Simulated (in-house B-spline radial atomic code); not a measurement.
A calculation on Ho: its settings, and results tabulated from the run. Method: scalar-relativistic (X2C) Hartree-Fock, spin-polarised, averaged over the determinants with the given up and down occupations, Fermi nucleus of rms radius 5.2022 fm, inside a hard spherical wall at 2.06 bohr. Calculated with an all-electron radial atomic-structure program (B-spline basis).

Command:
```bash
python run_scf.py task.json out
```
Settings (nuclear radius in fm, mass in u):
```
Z                67
configuration    [Xe] 4f11 5d1 6s1
hamiltonian      x2c
method           hf
spin_polarised   True
nucleus          fermi
rms_radius       5.2022
atomic_mass      164.93033
speed_of_light   137.035999084
wall_radius      2.06
```

Output (hartree, bohr):
```
 radial grid: 58 intervals, B-splines of order 8, outer radius 2.06 bohr

 iter        energy (Eh)    residual
    1      -12595.651995    5.29e-01
    2      -12596.572508    6.00e-02
    3      -12596.678101    2.12e-02
    4      -12596.680946    7.42e-03
    5      -12596.681442    1.54e-03
    6      -12596.681458    2.86e-04
    7      -12596.681458    2.39e-04
    8      -12596.681459    1.24e-05
    9      -12596.681459    1.27e-06
   10      -12596.681459    3.42e-07

 total energy                    -12596.68146
 kinetic                           13937.0928
 electron-nucleus                 -31355.8005
 electron-electron                  4822.0262

 orbital      occ     eigenvalue          <r>       <r^2>       <1/r>       r_max
 1s up      1.000     -2051.4761    0.0199907 0.000555199     82.0918     0.01224
 1s down    1.000     -2051.4517    0.0199909  0.00055521     82.0909     0.01224
 2s up      1.000      -345.7263     0.087303  0.00906912     19.0329      0.0744
 2s down    1.000      -345.6905    0.0873053   0.0090695     19.0319      0.0744
 2p up      3.000      -306.3792    0.0776297  0.00737621     16.5447     0.06014
 2p down    3.000      -306.3580     0.077627   0.0073756     16.5451     0.06013
 3s up      1.000       -77.4188     0.228798   0.0599819     6.85992      0.2109
 3s down    1.000       -77.3073     0.228713   0.0599285     6.86184      0.2109
 3p up      3.000       -65.0995     0.227938     0.06035     6.17928      0.2073
 3p down    3.000       -64.9965     0.227725   0.0602258      6.1846      0.2073
 3d up      5.000       -49.1306     0.207958   0.0507983     5.78183      0.1697
 3d down    5.000       -49.0218     0.207636   0.0506125     5.78823      0.1696
 4s up      1.000       -14.6192     0.520464    0.306071     2.80791      0.4844
 4s down    1.000       -14.3503     0.521191    0.306814     2.79966      0.4848
 4p up      3.000       -10.4660     0.553395    0.348952     2.51298      0.5065
 4p down    3.000       -10.2041     0.553057     0.34842     2.51198      0.5063
 4d up      5.000        -4.7366     0.609014    0.431958     2.17896      0.5278
 4d down    5.000        -4.4069     0.608827     0.43147     2.17635      0.5276
 5s up      1.000        -0.5709      1.15156     1.44469     1.14097       1.134
 5s down    1.000        -0.3428      1.16251     1.46911     1.12136       1.148
 5p up      3.000         0.7620      1.21439      1.6004     1.05899        1.24
 5p down    3.000         0.9627      1.21648     1.60471      1.0542       1.241
 4f up      7.000         1.5317     0.771022    0.717725      1.6294      0.5432
 4f down    4.000         1.7093     0.774461     0.72435     1.62391       0.544
 5d up      1.000         2.5748      1.26479     1.74896     1.03196       1.363
 6s up      1.000         5.9805      1.26264     1.82453     1.20281       1.631
```

Run time, properties included: 0.22 s on 1 thread of Arm Neoverse V2 (shared host).

One-electron X2C: radii and densities carry no picture-change correction, so inner-shell <1/r> comes out high (for 1s by about 2 % at Z = 33, 5 % at 54, 10 % at 75, 30 % at 118) and <r> low.
